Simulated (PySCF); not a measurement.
Cartesian coordinates in Å; atom numbers follow the order of the lines, from 1:
```xyz
9

Be    0.0049    0.0046    0.0000
Si    0.0002   -0.0155    2.1961
H     0.9041   -1.0782    2.7498
H    -1.3687   -0.2776    2.7533
H     0.4611    1.2903    2.7750
Si    0.0012    0.0166   -2.1961
H     1.3386    0.3959   -2.7619
H    -0.9962    0.9919   -2.7503
H    -0.3452   -1.3281   -2.7659
```

Geometry: PBE0-D3(BJ)/def2-SVP; GIAO absolute shieldings from PySCF, gas phase, non-relativistic, averaged over equivalent atoms.

At B3LYP/pcSseg-1 (90 basis functions, 3 s wall time on 1 thread of an Arm Neoverse V2, shared host):
```tsv
atoms	σ (ppm)
Be1	53.9
Si2/Si6	476.0
H3/H4/H5/H7/H8/H9	28.55
```

**Question.** Predict the values at PBE0/pcSseg-1 on the same geometry.

**Answer.** 
```
            atoms  σ at PBE0/pcSseg-1  change
              Be1                56.5    +2.6
          Si2/Si6               489.1   +13.1
H3/H4/H5/H7/H8/H9               28.35   -0.20
```

The largest change is at Si2/Si6 (silicon bonded to Be, 3 H). Cost: 90 basis functions, 3.9 s wall time on 1 thread of an Arm Neoverse V2, shared host.
